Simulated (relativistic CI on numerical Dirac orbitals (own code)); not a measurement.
## Tb¹⁷⁺: computed level list

Method of calculation: Dirac-Coulomb-Breit CI, separate exchange-only KLI orbitals for each configuration, a model potential for QED, unscaled Slater integrals (own radial code, finite nucleus).

CI space (outside the closed core [Kr]): 4d10 4f2, 4d10 4f 5s, 4d10 5s2, 4d10 4f 5p, 4d10 5s 5p, 4d10 5p2, 4d9 4f3, 4d10 5s 5d, 4d10 4f 5d, 4d10 5p 5d, 4d9 4f 5s2, 4d10 5d2, 4d10 4f 5f, 4d10 4f 6s, 4d9 4f 5s 5p, 4d9 4f2 5s. Levels of other configurations are missing.

The lowest level is 4d10 4f2 3H_4, with 94 % of that term; Hund's rules for 4d10 4f2 give 3H with J = 4, in agreement.

```tsv
No.	Configuration	Term	J	E (cm⁻¹)	%	Lifetime (s)
1	4d10 4f2	3H	4	0	94	
2	4d10 4f2	3H	5	7989	100	7.89e-02
3	4d10 4f2	3F	2	12967	96	7.12e+02
4	4d10 4f2	3H	6	15758	99	9.58e-02
5	4d10 4f2	1G	4	18074	51	1.07e-01
6	4d10 4f2	3F	3	18374	100	2.31e-01
7	4d10 4f2	3F	4	28342	55	3.69e-02
8	4d10 4f2	1D	2	44733	81	1.96e-02
9	4d10 4f2	3P	0	53126	98	8.41e-01
10	4d10 4f2	1I	6	53318	99	3.29e-02
11	4d10 4f2	3P	1	55860	100	1.41e-01
12	4d10 4f2	3P	2	60661	85	3.11e-02
13	4d10 4f2	1S	0	117563	98	3.20e-03
14	4d10 4f 5s	3F°	2	205372	100	9.29e-06
15	4d10 4f 5s	3F°	3	207475	84	9.38e-06
16	4d10 4f 5s	3F°	4	215229	100	7.25e-06
17	4d10 4f 5s	1F°	3	221059	84	3.95e-06
18	4d10 5s2	1S	0	426347	98	6.05e-02
19	4d10 4f 5p	3G	3	435142	66	1.34e-10
20	4d10 4f 5p	3F	2	439479	59	1.30e-10
21	4d10 4f 5p	3D	3	446427	41	1.33e-10
22	4d10 4f 5p	3G	4	449776	41	1.26e-10
23	4d10 4f 5p	3F	3	516225	36	5.33e-11
24	4d10 4f 5p	3F	4	524279	50	5.10e-11
25	4d10 4f 5p	3D	2	525751	46	5.01e-11
26	4d10 4f 5p	3D	3	532586	56	5.13e-11
27	4d10 4f 5p	3D	1	534091	100	4.69e-11
28	4d10 4f 5p	3G	5	535986	100	4.79e-11
29	4d10 4f 5p	1G	4	537968	75	4.73e-11
30	4d10 4f 5p	1D	2	548572	61	4.76e-11
31	4d10 5s 5p	3P°	0	651070	100	7.28e-08
32	4d10 5s 5p	3P°	1	665283	87	6.16e-10
33	4d10 5s 5p	3P°	2	740641	100	3.30e-08
34	4d10 5s 5p	1P°	1	790243	85	2.37e-11
35	4d10 4f 5d	3F°	2	907532	72	6.63e-12
36	4d10 4f 5d	1G°	4	907760	48	8.04e-12
37	4d10 4f 5d	3G°	3	908357	83	4.80e-12
38	4d10 4f 5d	3G°	4	915443	36	6.29e-12
39	4d10 5p2	3P	0	918224	78	5.49e-11
40	4d10 4f 5d	3F°	3	918331	85	6.75e-12
41	4d10 4f 5d	3G°	4	922257	61	6.50e-12
42	4d10 4f 5d	3D°	1	922350	82	5.66e-12
43	4d10 4f 5d	3H°	5	922899	80	7.64e-12
44	4d10 4f 5d	1D°	2	927478	59	7.13e-12
45	4d10 4f 5d	3D°	3	927695	40	5.80e-12
```

Energies count from the lowest computed level; ° marks odd parity; lifetimes are radiative, by E1, M1, E2, M2 decay to levels of this space only.

The mean weight of the leading LS term, summed over parents, in these 45 levels is 77 %, and that of the leading jj configuration (from the same eigenvectors) 87 %, so jj coupling describes them better and the LS labels are nominal.

At this charge transitions that keep the count of f electrons are usually good to a few per cent. Terms inside the open d or f shell come out 10 to 20 % too wide with unscaled integrals. Levels that differ in their count of f electrons can be misplaced by several ten thousand cm⁻¹, since the correlation energy of f electrons is missing or only estimated; rates across such gaps can be off by orders of magnitude.

Landé's interval rule says that E(J) − E(J−1) = AJ with one A. For the ground term the intervals give A = 1597.9, 1294.8 cm⁻¹ for J = 5, 6; the multiplet is regular.

LS names give the leading component of a level, which can be under half, so a name can repeat, a term be missing and a line seem to break the LS rules.
